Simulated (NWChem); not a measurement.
Species: CH$_{6}$FNOSi; SMILES CN[Si@H](O)F

```xyz
11

C      0.1221     2.3648    -0.0769
N     -0.3486     1.0676     0.3913
Si     0.0085    -0.4401    -0.3058
O     -1.2290    -1.4579     0.1077
F      1.3619    -1.1592     0.2271
H      0.5212     2.2604    -1.0913
H     -0.6969     3.0940    -0.1204
H      0.9204     2.7817     0.5533
H     -0.8157     1.0859     1.2899
H      0.2149    -0.2414    -1.7567
H     -0.9809    -2.3856     0.2238
```
Atoms are numbered in this order, from 1.

Program: NWChem. Medium grid unless said otherwise, to which SCAN and Minnesota functionals are sensitive. All runs use the structure optimised with B3LYP/6-31G* (spherical d). Hybrids' shares of exact exchange are those that their runs print; pure functionals count as 0. The functionals differ in more than this share.

```csv
row,share of exact exchange,orbital gap (eV)
PBE/def2-TZVP,0.00,5.77
r2SCAN/def2-TZVP,0.00,6.67
TPSSh/def2-TZVP,0.10,7.00
B3LYP/def2-TZVP,0.20,withheld
M06-2X/def2-TZVP,0.54,10.13
Hartree-Fock/def2-TZVP,1.00,14.36
```

### Question
Fit a straight line of the last column on the one before it, predict the withheld value, and compare with the run.

### Answer

1. Means of the 5 shown rows: x = 0.328, y = 8.786. Slope Σ(x − x̄)(y − ȳ)/Σ(x − x̄)² = 6.121/0.7637 = 8.015; intercept 6.157.
2. The shown rows scatter about the line by 0.339 (root mean square); the largest residual is +0.51, at r2SCAN/def2-TZVP.
3. At x = 0.20 (B3LYP/def2-TZVP; inside the shown range) the line gives 7.76.
4. The run gives 7.50, -0.26 from the line, 0.8 times the scatter.
